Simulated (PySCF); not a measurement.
**Correlation energy of Te⁺ (tellurium, charge +1)**

[Kr] 4d10 5s2 5p3, high-spin 4S determinant. Calculation: PySCF 2.14, in x2c-SVPall; scalar relativity by spin-free X2C-1e. Frozen: [Kr] 4d10; 5 electrons correlated.

MP2 pair energies summed by pair of shells (mhartree):

| pair | energy | share (%) |
| --- | --- | --- |
| 5s-5p | -29.00 | 65.3 |
| 5p-5p | -10.55 | 23.8 |
| 5s-5s | -4.85 | 10.9 |

Total MP2 correlation energy: -44.40 mhartree.

Same-spin part -12.11 and opposite-spin part -32.29 mhartree; SCS-MP2 scales them by 1/3 and 6/5 to -42.78 mhartree.

| level | correlation energy (mhartree) |
| --- | --- |
| CCSD | -56.81 |
| (T) | -0.51 |
| CCSD(T) | -57.32 |

Diagnostics: T1 = 0.0028, D1 = 0.0045, largest double amplitude 0.059.

**Question.** Is a single reference adequate?

**Answer.** Yes, within this model without spin-orbit coupling: T1 lies below 0.03 and no double amplitude reaches 0.07.
